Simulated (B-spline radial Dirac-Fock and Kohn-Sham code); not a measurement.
Magnetic form factor of the 5d shell of W⁴⁺

System: W⁴⁺, configuration [Xe] 4f14 5d2.

Model: Dirac-Fock orbitals of the configuration average with a finite nucleus. Program: an atomic code on a B-spline grid. ⟨j_K⟩ is the integral of the 5d radial density with the spherical Bessel function j_K(4πsr), s = sin θ/λ.

```
s (Å⁻¹)     ⟨j0⟩     ⟨j2⟩     ⟨j4⟩
      0   1.0000   0.0000   0.0000
   0.05   0.9432   0.0225   0.0002
    0.1   0.7905   0.0798   0.0029
   0.15   0.5860   0.1482   0.0121
    0.2   0.3788   0.2032   0.0299
   0.25   0.2052   0.2304   0.0544
    0.3   0.0812   0.2278   0.0802
   0.35   0.0060   0.2026   0.1019
    0.4  -0.0304   0.1650   0.1158
   0.45  -0.0406   0.1240   0.1208
    0.5  -0.0357   0.0860   0.1178
    0.6  -0.0105   0.0299   0.0956
    0.7   0.0113   0.0016   0.0657
    0.8   0.0218  -0.0073   0.0389
    0.9   0.0233  -0.0062   0.0192
      1   0.0196  -0.0013   0.0068
    1.1   0.0140   0.0039   0.0004
    1.2   0.0086   0.0078  -0.0020
    1.4   0.0011   0.0107  -0.0006
    1.6  -0.0014   0.0092   0.0029
```

Radial moments of the shell: ⟨r²⟩ = 3.170, ⟨r⁴⟩ = 16.02, ⟨r⁶⟩ = 120.5 in powers of bohr.

Values without a named source are computed, but for edge energies of neutral atoms, which are taken from tables.
